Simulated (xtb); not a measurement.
BF, charge +1, doublet, from a rough starting geometry (a state made from the parent by changing its charge; the spin is typed, not shown lowest); GFN2-xTB run with xtb.

Input for xtb:
```
$ xtb mol.xyz --gfn 2 --chrg 1 --uhf 1 --opt vtight --json

# file mol.xyz
2

B      0.04618624    -0.06100481    -0.60231825
F     -0.08764807    -0.01363176     0.58949185
```

Task: What does xtb print? Leave out banner, timings and long lists.

Result: 
```
   ID    Z sym.   atoms
    1    5 B      1
    2    9 F      2

           -------------------------------------------------
          |                Calculation Setup                |
           -------------------------------------------------

           -------------------------------------------------
          |                 G F N 2 - x T B                 |
           -------------------------------------------------

          ...................................................
          :                      SETUP                      :
          :.................................................:
          :  # basis functions                   8          :
          :  # atomic orbitals                   8          :
          :  # shells                            4          :
          :  # electrons                         9          :
          :  max. iterations                   250          :
          :  Hamiltonian                  GFN2-xTB          :
          :  restarted?                      false          :
          :  GBSA solvation                  false          :
          :  PC potential                    false          :
          :  electronic temp.          300.0000000     K    :
          :  accuracy                    1.0000000          :
          :  -> integral cutoff          0.2500000E+02      :
          :  -> integral neglect         0.1000000E-07      :
          :  -> SCF convergence          0.1000000E-05 Eh   :
          :  -> wf. convergence          0.1000000E-03 e    :
          :  Broyden damping             0.4000000          :
          :  net charge                          1          :
          :  unpaired electrons                  1          :
          ...................................................

 iter      E             dE          RMSdq      gap      omega  full diag
   1     -5.2616177 -0.526162E+01  0.145E+01    2.63       0.0  T
   2     -5.2968925 -0.352748E-01  0.791E+00    2.76       1.0  T
   3     -5.3356950 -0.388025E-01  0.547E+00    3.36       1.0  T
   4     -5.3507921 -0.150971E-01  0.568E-01    3.76       1.0  T
   5     -5.3507875  0.459792E-05  0.515E-01    3.63       1.0  T
   6     -5.3513382 -0.550730E-03  0.114E-01    3.65       1.0  T
   7     -5.3513662 -0.279943E-04  0.113E-02    3.65       6.3  T
   8     -5.3513665 -0.277662E-06  0.240E-03    3.65      29.5  T
   9     -5.3513665 -0.826692E-08  0.262E-04    3.65     269.4  T
  10     -5.3513665 -0.440128E-10  0.649E-05    3.65    1089.7  T

   *** convergence criteria satisfied after 10 iterations ***

         :::::::::::::::::::::::::::::::::::::::::::::::::::::
         ::                     SUMMARY                     ::
         :::::::::::::::::::::::::::::::::::::::::::::::::::::
         :: total energy              -5.307523606350 Eh    ::
         :: gradient norm              0.005709613589 Eh/a0 ::
         :: HOMO-LUMO gap              3.653800366304 eV    ::
         ::.................................................::
         :: SCC energy                -5.351366480181 Eh    ::
         :: -> isotropic ES            0.235321120271 Eh    ::
         :: -> anisotropic ES         -0.001205058682 Eh    ::
         :: -> anisotropic XC         -0.001557437591 Eh    ::
         :: -> dispersion             -0.000162529157 Eh    ::
         :: repulsion energy           0.043842873832 Eh    ::
         :: add. restraining           0.000000000000 Eh    ::
         :: total charge               1.000000000000 e     ::
         :::::::::::::::::::::::::::::::::::::::::::::::::::::

      -----------------------------------------------------------
     |                   =====================                   |
     |                        A N C O P T                        |
     |                   =====================                   |
     |               Approximate Normal Coordinate               |
     |                Rational Function Optimizer                |
      -----------------------------------------------------------
      -----------------------------------------------------------
     |                   =====================                   |
     |                        A N C O P T                        |
     |                   =====================                   |
     |               Approximate Normal Coordinate               |
     |                Rational Function Optimizer                |
      -----------------------------------------------------------

          ...................................................
          :                      SETUP                      :
          :.................................................:
          :   optimization level         verytight          :
          :   max. optcycles                   200          :
          :   ANC micro-cycles                  20          :
          :   degrees of freedom                 1          :
          :.................................................:
          :   RF solver                   davidson          :
          :   write xtbopt.log                true          :
          :   linear (good luck)              true          :
          :   energy convergence         0.1000000E-06 Eh   :
          :   grad. convergence          0.2000000E-03 Eh/α :
          :   maxmium RF displ.          1.0000000          :
          :   Hlow (freq-cutoff)         0.1000000E-01      :
          :   Hmax (freq-cutoff)         5.0000000          :
          :   S6 in model hess.         20.0000000          :
          ...................................................

generating ANC from exact Hessian ...
Using Lindh-Hessian (1995)
 Shifting diagonal of input Hessian by    0.0000000000000000
 Lowest  eigenvalues of input Hessian
    0.000000    0.000000    0.000000    0.000000    0.000000    1.901783
 Highest eigenvalues
    0.000000    0.000000    0.000000    0.000000    0.000000    1.901783

[...]
 * total energy  :    -5.3075236 Eh     change       -0.9424461E-11 Eh
 * total energy  :    -5.3075329 Eh     change       -0.9256730E-05 Eh
 * total energy  :    -5.3075329 Eh     change       -0.4050258E-07 Eh
 * total energy  :    -5.3075329 Eh     change       -0.1480985E-07 Eh
   *** GEOMETRY OPTIMIZATION CONVERGED AFTER 4 ITERATIONS ***
[...]
 F  B  Rav=1.1978 sigma=0.0000  Rmin=1.1978  Rmax=1.1978     1

 selected bond angles (degree)
 --------------------

 selected dihedral angles (degree)
 ---------------------------------

           -------------------------------------------------
          |                Final Singlepoint                |
           -------------------------------------------------

          ...................................................
          :                      SETUP                      :
          :.................................................:
          :  # basis functions                   8          :
          :  # atomic orbitals                   8          :
          :  # shells                            4          :
          :  # electrons                         9          :
          :  max. iterations                   250          :
          :  Hamiltonian                  GFN2-xTB          :
          :  restarted?                      false          :
          :  GBSA solvation                  false          :
          :  PC potential                    false          :
          :  electronic temp.          300.0000000     K    :
          :  accuracy                    1.0000000          :
          :  -> integral cutoff          0.2500000E+02      :
          :  -> integral neglect         0.1000000E-07      :
          :  -> SCF convergence          0.1000000E-05 Eh   :
          :  -> wf. convergence          0.1000000E-03 e    :
          :  Broyden damping             0.4000000          :
          :  net charge                          1          :
          :  unpaired electrons                  1          :
          ...................................................

 iter      E             dE          RMSdq      gap      omega  full diag
   1     -5.3523047 -0.535230E+01  0.503E-06    3.67       0.0  T
   2     -5.3523047 -0.115463E-13  0.206E-06    3.67   34396.3  T
   3     -5.3523047 -0.888178E-15  0.199E-06    3.67   35485.6  T

   *** convergence criteria satisfied after 3 iterations ***

         :::::::::::::::::::::::::::::::::::::::::::::::::::::
         ::                     SUMMARY                     ::
         :::::::::::::::::::::::::::::::::::::::::::::::::::::
         :: total energy              -5.307532918402 Eh    ::
         :: gradient norm              0.000000084209 Eh/a0 ::
         :: HOMO-LUMO gap              3.669868836338 eV    ::
         ::.................................................::
         :: SCC energy                -5.352304713840 Eh    ::
         :: -> isotropic ES            0.235308647778 Eh    ::
         :: -> anisotropic ES         -0.001203114431 Eh    ::
         :: -> anisotropic XC         -0.001553545559 Eh    ::
         :: -> dispersion             -0.000162518203 Eh    ::
         :: repulsion energy           0.044771795438 Eh    ::
         :: add. restraining           0.000000000000 Eh    ::
         :: total charge               1.000000000000 e     ::
         :::::::::::::::::::::::::::::::::::::::::::::::::::::

           -------------------------------------------------
          |                Property Printout                |
           -------------------------------------------------

    * Orbital Energies and Occupations

         #    Occupation            Energy/Eh            Energy/eV
      -------------------------------------------------------------
         1        2.0000           -1.2884634             -35.0609
         2        2.0000           -1.0074223             -27.4134
         3        2.0000           -1.0016543             -27.2564
         4        2.0000           -1.0016543             -27.2564
         5        1.0000           -0.8430921             -22.9417 (HOMO)
         6                         -0.7082269             -19.2718 (LUMO)
         7                         -0.7082269             -19.2718
         8                          0.3047779               8.2934
      -------------------------------------------------------------
                  HL-Gap            0.1348652 Eh            3.6699 eV
             Fermi-level           -0.8490163 Eh          -23.1029 eV

     #   Z          covCN         q      C6AA      α(0)
     1   5 B        0.722     0.743    39.520    13.233
     2   9 F        0.722     0.257     7.441     3.221

 Mol. C6AA /au·bohr⁶  :         76.718575
 Mol. C8AA /au·bohr⁸  :       2479.074308
 Mol. α(0) /au        :         16.454298

Wiberg/Mayer (AO) data.
largest (>0.10) Wiberg bond orders for each atom

 ---------------------------------------------------------------------------
     #   Z sym  total        # sym  WBO       # sym  WBO       # sym  WBO
 ---------------------------------------------------------------------------
     1   5 B    1.983 --     2 F    1.983
     2   9 F    1.983 --     1 B    1.983
 ---------------------------------------------------------------------------

Topologies differ in total number of bonds
Writing topology from bond orders to xtbtopo.mol

molecular dipole:
                 x           y           z       tot (Debye)
 q only:        0.022      -0.092      -0.557
   full:        0.030      -0.095      -0.624       1.607
molecular quadrupole (traceless):
                xx          xy          yy          xz          yz          zz
 q only:       -0.631      -0.010      -0.634      -0.181       0.135       1.265
  q+dip:       -0.726      -0.011      -0.731      -0.210       0.153       1.457
   full:       -0.020      -0.002      -0.002       0.034       0.067       0.022

optimized geometry written to: xtbopt.xyz

           -------------------------------------------------
          | TOTAL ENERGY               -5.307532918402 Eh   |
          | GRADIENT NORM               0.000000084209 Eh/α |
          | HOMO-LUMO GAP               3.669868836338 eV   |
           -------------------------------------------------

normal termination of xtb
```
